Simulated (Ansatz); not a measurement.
Correlation energies of BH$_{7}$OSSi$_{2}$, SMILES `BO[SiH2]S[SiH3]` by basis set

```json
{"atom": "B1", "x (Å)": "-1.058", "y (Å)": "1.835", "z (Å)": "-0.721"}
{"atom": "O2", "x (Å)": "-1.528", "y (Å)": "0.937", "z (Å)": "0.168"}
{"atom": "Si3", "x (Å)": "-0.903", "y (Å)": "-0.176", "z (Å)": "1.212"}
{"atom": "S4", "x (Å)": "1.216", "y (Å)": "-0.131", "z (Å)": "1.346"}
{"atom": "Si5", "x (Å)": "1.621", "y (Å)": "-1.209", "z (Å)": "-0.461"}
{"atom": "H6", "x (Å)": "-1.859", "y (Å)": "2.484", "z (Å)": "-1.331"}
{"atom": "H7", "x (Å)": "0.125", "y (Å)": "1.966", "z (Å)": "-0.884"}
{"atom": "H8", "x (Å)": "-1.362", "y (Å)": "-1.502", "z (Å)": "0.737"}
{"atom": "H9", "x (Å)": "-1.424", "y (Å)": "0.142", "z (Å)": "2.558"}
{"atom": "H10", "x (Å)": "1.594", "y (Å)": "-2.672", "z (Å)": "-0.213"}
{"atom": "H11", "x (Å)": "2.970", "y (Å)": "-0.799", "z (Å)": "-0.918"}
{"atom": "H12", "x (Å)": "0.608", "y (Å)": "-0.875", "z (Å)": "-1.494"}
```

Total charge 0; spin multiplicity 1. The geometry is a stationary point of PBE0-D4/def2-TZVP. It is one conformer, not always the lowest. Frozen core, restricted reference, the Gaussian-basis code of Ansatz. CBS rows extrapolate triple and quadruple zeta; past MP2 they add the triple-zeta difference.

| basis | HF (Eh) | MP2 corr. | CCSD corr. | (T) | CCSD(T) total |
| --- | --- | --- | --- | --- | --- |
| def2-TZVPP | -1079.23357 | -0.75987 | -0.82280 | -0.03216 | -1080.08853 |
| def2-QZVPP | -1079.26840 | -0.82066 | – | – | – |
| CBS(def2) | -1079.27320 | -0.86569 | -0.92862 | as TZ | -1080.23398 |
